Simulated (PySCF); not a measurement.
## Cu⁺: ionisation energy

Cu⁺ [Ar] 3d10 (1S) → Cu²⁺ [Ar] 3d9 (2D), as a difference of total energies. Computed with PySCF 2.14 in aug-cc-pVDZ-DK, with the spin-free X2C one-electron Hamiltonian (Gaussian nucleus). Correlated levels: valence: [Ar] frozen. The calculations carry no spin-orbit coupling.

```json
{"method": "UHF", "ionisation energy (eV)": "17.177"}
{"method": "LDA", "ionisation energy (eV)": "21.401"}
{"method": "M06-L", "ionisation energy (eV)": "19.896"}
{"method": "MP2 (valence)", "ionisation energy (eV)": "20.692"}
{"method": "SCS-MP2 (valence)", "ionisation energy (eV)": "20.254"}
```

Task: How much does correlation contribute at MP2 (valence)?

Result: 20.692 − (17.177) = 3.515 eV, measured against UHF.

The reference lies between the lowest fine-structure levels, while these numbers refer to the centres of the terms.

Errors of the correlated levels include the incompleteness of this basis and the frozen core.

For comparison: 20.292 eV (measured; NIST Atomic Spectra Database, ionization energies).
